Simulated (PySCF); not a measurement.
Molfile (atoms numbered from 1):
```
C6H11ClO2
     RDKit          3D

 20 19  0  0  0  0  0  0  0  0999 V2000
   -2.4744   -0.7324   -0.2676 C   0  0  0  0  0  0  0  0  0  0  0  0
   -1.3531   -0.3218    0.4714 O   0  0  0  0  0  0  0  0  0  0  0  0
   -0.2849    0.1904   -0.3042 C   0  0  1  0  0  0  0  0  0  0  0  0
   -0.5311    1.6397   -0.7271 C   0  0  0  0  0  0  0  0  0  0  0  0
    0.9809    0.0836    0.5706 C   0  0  1  0  0  0  0  0  0  0  0  0
    1.2052   -1.3571    1.0552 C   0  0  0  0  0  0  0  0  0  0  0  0
    2.1979    0.4755   -0.2050 C   0  0  0  0  0  0  0  0  0  0  0  0
    2.3732    0.4435   -1.3762 O   0  0  0  0  0  0  0  0  0  0  0  0
    3.5269    0.9700    0.8579 Cl  0  0  0  0  0  0  0  0  0  0  0  0
   -2.9771    0.1074   -0.7592 H   0  0  0  0  0  0  0  0  0  0  0  0
   -2.1992   -1.4735   -1.0280 H   0  0  0  0  0  0  0  0  0  0  0  0
   -3.1587   -1.1859    0.4469 H   0  0  0  0  0  0  0  0  0  0  0  0
   -0.1487   -0.4324   -1.2026 H   0  0  0  0  0  0  0  0  0  0  0  0
   -0.6645    2.2640    0.1531 H   0  0  0  0  0  0  0  0  0  0  0  0
   -1.4251    1.7096   -1.3412 H   0  0  0  0  0  0  0  0  0  0  0  0
    0.3099    2.0080   -1.3061 H   0  0  0  0  0  0  0  0  0  0  0  0
    0.8612    0.7312    1.4420 H   0  0  0  0  0  0  0  0  0  0  0  0
    2.0509   -1.4006    1.7359 H   0  0  0  0  0  0  0  0  0  0  0  0
    0.3099   -1.6926    1.5699 H   0  0  0  0  0  0  0  0  0  0  0  0
    1.3957   -2.0160    0.2111 H   0  0  0  0  0  0  0  0  0  0  0  0
  1  2  1  0
  2  3  1  0
  3  4  1  0
  3  5  1  0
  5  6  1  0
  5  7  1  0
  7  8  2  0
  7  9  1  0
  1 10  1  0
  1 11  1  0
  1 12  1  0
  3 13  1  6
  4 14  1  0
  4 15  1  0
  4 16  1  0
  5 17  1  1
  6 18  1  0
  6 19  1  0
  6 20  1  0
M  END
```

PySCF 2.14 calculation with GIAO PBE0/pcSseg-1 shieldings and structure optimised with GFN2-xTB; one conformer, non-relativistic Hamiltonian, isolated molecule, averaged over atoms made equivalent by symmetry, fast rotation or ring inversion.

δ = σ(ref) − σ, references computed at the same level: $^{13}$C (σ = 186.93 ppm) and $^{1}$H (σ = 31.72 ppm) vs TMS; H2O for $^{17}$O (σ = 336.08 ppm); HCl for $^{35}$Cl (σ = 949.78 ppm).

```csv
atoms,nucleus,count,Hirshfeld charge,δ (ppm)
Cl9,$^{35}$Cl,1,-0.06,477
H14/H15/H16,$^{1}$H,3,0.04,1.18
C6,$^{13}$C,1,-0.12,19.2
C5,$^{13}$C,1,-0.03,62.7
H18/H19/H20,$^{1}$H,3,0.04,?
O2,$^{17}$O,1,-0.13,?
C4,$^{13}$C,1,-0.13,17.1
H10/H11/H12,$^{1}$H,3,0.04,3.55
C1,$^{13}$C,1,-0.04,58.9
H13,$^{1}$H,1,0.03,3.17
H17,$^{1}$H,1,0.05,2.67
C3,$^{13}$C,1,0.05,?
O8,$^{17}$O,1,-0.19,579.9
C7,$^{13}$C,1,0.20,?
```

**Question.** Complete the table.

**Answer.** 
- C7: 188.9 ppm, carbonyl carbon
- C3: 81.2 ppm, sp3 CH bonded to O; pulled downfield by the heteroatom
- H18/H19/H20: 1.55 ppm, hydrogen on a methyl carbon
- O2: 39.1 ppm, ether oxygen

Carbons that carry Cl, above all several Cl atoms, come out too deshielded, partly because spin–orbit coupling is missing. Shifts are as computed. Against solution values, carbons near 30 ppm lie about +3 ppm off and those near 130 ppm about +5 ppm; carbons on Cl a further +6 ppm. Of 1211 compounds with measured shifts, 218 miss one by over three times the rms of a fit or turn the order of signals round; such compounds aren't used in these exercises. Unscaled 17O shifts of doubly bonded oxygen tend to come out too high, by tens of ppm or more. Experimental scales use liquid or dissolved standards, which lie at an offset from isolated H2O (liquid H2O: subtract about 36 ppm).
